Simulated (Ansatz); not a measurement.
Reaction (ligand exchange at the Si–Cl bond): `O[Si]([SiH3])(S)Cl` + H–F → `O[Si](F)([SiH3])S` + HCl

Computed with Ansatz on PBE0-D4/def2-TZVP structures; ΔE is electronic, products minus reactants. CCSD(T)/CBS adds triple-zeta CCSD(T) − MP2 to the extrapolated MP2 energy (def2 sets, frozen cores). This one scheme is used for every species. Functionals use def2-TZVPP. B3LYP here is the variant with VWN-RPA as its local correlation; programs differ in this. Each species was taken in one conformer, which may not be the lowest.

```csv
level,ΔE (kJ/mol)
B3LYP-D4,-44.5
SCS-MP2/def2-TZVPP,-44.3
```

Question: What does CCSD(T)/CBS give? (An estimate is asked.)

Answer: Computed: -40.1 kJ/mol. The listed levels differ from it by -4.4, -4.2 kJ/mol.

Largest T1 diagnostic among the species: 0.013.

The D4 term adds +8.4 kJ/mol with B3LYP and +4.5 kJ/mol with PBE0; it sums over pairs of atoms, weighted by their polarisabilities, and B3LYP, whose exchange is more repulsive, gets the larger term. In def2-TZVPP, CCSD(T) changes the Hartree–Fock value by +13.3 kJ/mol (the triples alone add +3.1 kJ/mol) and MP2 by +21.1 kJ/mol.
